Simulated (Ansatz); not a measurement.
Stepwise reaction of `[OH][GeH]([SiH3])[SiH3]` with hydrogen fluoride, as a gas-phase model of exchange steps in deposition or etching. ΔE in kJ/mol; ΔG adds harmonic PBE0-D4 terms to CCSD(T)/CBS, at 1 bar.

Computed with Ansatz on PBE0-D4/def2-TZVP structures; ΔE is electronic, products minus reactants. CBS: MP2 limit from def2 TZ/QZ plus the TZ coupled-cluster correction, frozen cores. This one scheme is used for every species. DFT in def2-TZVPP. B3LYP here is the variant with VWN-RPA as its local correlation; programs differ in this. For Ge outer-core shells are correlated without core-valence functions, which leaves a few kJ/mol of doubt a bond. Scalar relativity is left out up to krypton. Each species was taken in one conformer, which may not be the lowest.

| step | reaction | PBE-D4 | B3LYP-D4 | ωB97M-V | CCSD(T)/CBS | ΔG(400 K) |
| --- | --- | --- | --- | --- | --- | --- |
| 1 | `[OH][GeH]([SiH3])[SiH3]` + H–F → `[OH][GeH]([F])[SiH3]` + SiH₄ | -49.0 | -65.1 | -67.7 | -56.0 | -55.5 |
| 2 | `[OH][GeH]([F])[SiH3]` + H–F → `[OH][GeH]([F])[F]` + SiH₄ | -50.5 | -64.5 | -69.6 | -60.4 | -60.5 |

Q: By hand: ΔE of the 2 steps together at CCSD(T)/CBS.

A: (-56.0) + (-60.4) = -116.4 kJ/mol, or -58.2 kJ/mol a step.

In ΔE the steps differ by no more than 4.4 kJ/mol. All are downhill at CCSD(T)/CBS. ΔG lies between -60.5 and -55.5 kJ/mol a step. PBE-D4 differs from CCSD(T)/CBS by 7.0 to 9.9 kJ/mol a step. Isolated molecules leave out the surface, adducts and barriers. Largest T1 diagnostic: 0.013.
